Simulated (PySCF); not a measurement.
C12H3F7, SMILES Fc1cccc(F)c1-c1c(F)c(F)c(F)c(F)c1F, singlet, GFN2-xTB optimised geometry.

```
22

F     -1.89    -0.47     0.00
C     -1.25     0.72     0.00
C     -1.99     1.89     0.00
C     -1.32     3.10     0.00
C      0.06     3.14     0.00
C      0.77     1.95     0.00
F      2.11     1.98     0.00
C      0.14     0.72     0.00
C      0.91    -0.55     0.00
C      1.29    -1.16     1.19
F      0.95    -0.59     2.35
C      2.01    -2.35     1.20
F      2.36    -2.92     2.35
C      2.37    -2.94    -0.01
F      3.06    -4.08    -0.02
C      2.00    -2.34    -1.22
F      2.34    -2.91    -2.37
C      1.28    -1.16    -1.20
F      0.93    -0.59    -2.35
H     -3.06     1.83     0.00
H     -1.88     4.02     0.00
H      0.60     4.08     0.00
```

Density from CAM-B3LYP/def2-SVP in PySCF at that geometry.

Minimum of the electron density along straight lines between bonded atoms, close to the bond critical point (lines longer than 1.1 times the sum of covalent radii, or with two minima, are not listed):

```json
[
 {"bond": "F1–C2", "length / Å": "1.343", "ρ at the minimum / e bohr⁻³": "0.257", "∇²ρ there / e bohr⁻⁵": "0.11", "position (fraction from the first atom)": "0.67"},
 {"bond": "C2–C3", "length / Å": "1.382", "ρ at the minimum / e bohr⁻³": "0.319", "∇²ρ there / e bohr⁻⁵": "-0.85", "position (fraction from the first atom)": "0.52"},
 {"bond": "C3–C4", "length / Å": "1.384", "ρ at the minimum / e bohr⁻³": "0.313", "∇²ρ there / e bohr⁻⁵": "-0.81", "position (fraction from the first atom)": "0.50"},
 {"bond": "C4–C5", "length / Å": "1.384", "ρ at the minimum / e bohr⁻³": "0.313", "∇²ρ there / e bohr⁻⁵": "-0.81", "position (fraction from the first atom)": "0.50"},
 {"bond": "C5–C6", "length / Å": "1.382", "ρ at the minimum / e bohr⁻³": "0.319", "∇²ρ there / e bohr⁻⁵": "-0.85", "position (fraction from the first atom)": "0.48"},
 {"bond": "C6–F7", "length / Å": "1.343", "ρ at the minimum / e bohr⁻³": "0.257", "∇²ρ there / e bohr⁻⁵": "0.11", "position (fraction from the first atom)": "0.33"},
 {"bond": "C2–C8", "length / Å": "1.391", "ρ at the minimum / e bohr⁻³": "0.314", "∇²ρ there / e bohr⁻⁵": "-0.81", "position (fraction from the first atom)": "0.51"},
 {"bond": "C6–C8", "length / Å": "1.391", "ρ at the minimum / e bohr⁻³": "0.314", "∇²ρ there / e bohr⁻⁵": "-0.81", "position (fraction from the first atom)": "0.51"},
 {"bond": "C8–C9", "length / Å": "1.482", "ρ at the minimum / e bohr⁻³": "0.260", "∇²ρ there / e bohr⁻⁵": "-0.61", "position (fraction from the first atom)": "0.50"},
 {"bond": "C9–C10", "length / Å": "1.391", "ρ at the minimum / e bohr⁻³": "0.313", "∇²ρ there / e bohr⁻⁵": "-0.80", "position (fraction from the first atom)": "0.48"},
 {"bond": "C10–F11", "length / Å": "1.334", "ρ at the minimum / e bohr⁻³": "0.264", "∇²ρ there / e bohr⁻⁵": "0.13", "position (fraction from the first atom)": "0.33"},
 {"bond": "C10–C12", "length / Å": "1.391", "ρ at the minimum / e bohr⁻³": "0.318", "∇²ρ there / e bohr⁻⁵": "-0.84", "position (fraction from the first atom)": "0.50"},
 {"bond": "C12–F13", "length / Å": "1.333", "ρ at the minimum / e bohr⁻³": "0.265", "∇²ρ there / e bohr⁻⁵": "0.14", "position (fraction from the first atom)": "0.33"},
 {"bond": "C12–C14", "length / Å": "1.392", "ρ at the minimum / e bohr⁻³": "0.317", "∇²ρ there / e bohr⁻⁵": "-0.83", "position (fraction from the first atom)": "0.50"},
 {"bond": "C14–F15", "length / Å": "1.331", "ρ at the minimum / e bohr⁻³": "0.266", "∇²ρ there / e bohr⁻⁵": "0.13", "position (fraction from the first atom)": "0.33"},
 {"bond": "C14–C16", "length / Å": "1.392", "ρ at the minimum / e bohr⁻³": "0.317", "∇²ρ there / e bohr⁻⁵": "-0.83", "position (fraction from the first atom)": "0.50"},
 {"bond": "C16–F17", "length / Å": "1.333", "ρ at the minimum / e bohr⁻³": "0.265", "∇²ρ there / e bohr⁻⁵": "0.14", "position (fraction from the first atom)": "0.33"},
 {"bond": "C9–C18", "length / Å": "1.391", "ρ at the minimum / e bohr⁻³": "0.313", "∇²ρ there / e bohr⁻⁵": "-0.80", "position (fraction from the first atom)": "0.48"},
 {"bond": "C16–C18", "length / Å": "1.391", "ρ at the minimum / e bohr⁻³": "0.318", "∇²ρ there / e bohr⁻⁵": "-0.84", "position (fraction from the first atom)": "0.50"},
 {"bond": "C18–F19", "length / Å": "1.334", "ρ at the minimum / e bohr⁻³": "0.264", "∇²ρ there / e bohr⁻⁵": "0.13", "position (fraction from the first atom)": "0.33"},
 {"bond": "C3–H20", "length / Å": "1.078", "ρ at the minimum / e bohr⁻³": "0.284", "∇²ρ there / e bohr⁻⁵": "-1.11", "position (fraction from the first atom)": "0.64"},
 {"bond": "C4–H21", "length / Å": "1.078", "ρ at the minimum / e bohr⁻³": "0.286", "∇²ρ there / e bohr⁻⁵": "-1.12", "position (fraction from the first atom)": "0.64"},
 {"bond": "C5–H22", "length / Å": "1.078", "ρ at the minimum / e bohr⁻³": "0.284", "∇²ρ there / e bohr⁻⁵": "-1.11", "position (fraction from the first atom)": "0.64"}
]
```
